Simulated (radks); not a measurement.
The numbers below are computed, except where a source is named.
Tb I, configuration [Xe] 4f9 5d2 (not the ground configuration). Code: a radial shooting solver on a logarithmic mesh with Libxc functionals. Model: Dirac Kohn-Sham, LDA (Slater exchange, Perdew-Wang correlation), spin-unpolarised, spherical densities, finite nucleus; open shells fill j = l - 1/2 first; Fermi nuclear charge, rms radius 5.06 fm.

Normalised radial functions P(r) = r R(r) (large component), r in bohr:

```
   r/bohr * 4f5/2, o 4f7/2, + 5d3/2 (the largest magnitude, 1.06, reaches the edge; | marks zero, & curves that meet)
0.0007737                             &
0.0009079                             &
 0.001065                             &
  0.00125                             &
 0.001456                             &
 0.001708                             &
 0.002004                             &
 0.002352                             &
  0.00276                             &
 0.003239                             &
 0.003801                             &
 0.004425                             &
 0.005193                             &
 0.006094                             &
 0.007152                             &
 0.008393                             &
 0.009849                             &
  0.01156                             &
  0.01346                             &
  0.01579                             &
  0.01853                             &
  0.02174                             &
  0.02552                             &
  0.02995                             &
  0.03514                             &
  0.04091                             &+
  0.04801                             &+
  0.05634                             &+
  0.06611                             |&+
  0.07758                             |&+
  0.09105                             | &
   0.1068                             | &+
   0.1244                             |  +&
    0.146                             |  + &
   0.1713                             |  +   o*
    0.201                             | +       &
   0.2359                             |+           o*
   0.2768                            +|                &
   0.3249                          +  |                   o*
   0.3782                         +   |                      o*
   0.4438                        +    |                        o*
   0.5208                        +    |                          &
   0.6112                          +  |                          &
   0.7172                            +|                        &
   0.8417                             |+                     &
   0.9877                             |   +               &
     1.15                             |      +         &
    1.349                             |        +    &
    1.583                             |          &
    1.858                             |       *o  +
    2.181                             |     &     +
    2.559                             |   *o      +
    3.003                             |  &        +
    3.496                             | &        +
    4.103                             | &       +
    4.814                             |&       +
     5.65                             |&      +
     6.63                             *o    +
     7.78                             &    +
     9.13                             &   +
    10.63                             & +
    12.47                             & +
    14.64                             &+
    17.18                             &
```

4f5/2: eigenvalue -2.190 eV, 0 radial nodes, <r> = 0.912 bohr, 90 % of the charge inside 1.60 bohr. 4f7/2: eigenvalue -1.408 eV, 0 radial nodes, <r> = 0.941 bohr, 90 % of the charge inside 1.66 bohr. 5d3/2: eigenvalue -0.986 eV, 2 radial nodes at r = 0.251, 0.773 bohr, <r> = 4.04 bohr, 90 % of the charge inside 7.24 bohr.
